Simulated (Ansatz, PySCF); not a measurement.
Isomers of C2H3B. Isolated molecules, 0 K electronic values unless said otherwise. Strings in code marks are SMILES.

Quantity: electronic energy of isomers of C2H3B relative to `B1C=C1`, in kcal/mol. The restricted reference of `B=C=C` is unstable towards unrestricted orbitals.

Level 1: frozen-core CCSD(T) with HF/cc-pVQZ and the correlation energy extrapolated as X^-3 from cc-pVTZ and cc-pVQZ // B3LYP-D3(BJ)/def2-TZVP (Ansatz, an electronic-structure program)
Level 2: frozen-core CCSDT(Q)/cc-pVDZ // B3LYP-D3(BJ)/def2-TZVP (Ansatz)
Level 3: B3LYP-D3(BJ)/def2-TZVP (PySCF)
Level 4: PBE/cc-pVTZ // B3LYP-D3(BJ)/def2-TZVP (Ansatz)

```
species  level 2  level 3  level 4
-------  -------  -------  -------
`BC#C`      7.65     8.78     12.7
`B=C=C`     23.7     23.5     25.2
```

Problem. What does level 1 give for each?

Solution. 
- `BC#C`: 9.29
- `B=C=C`: 26.3
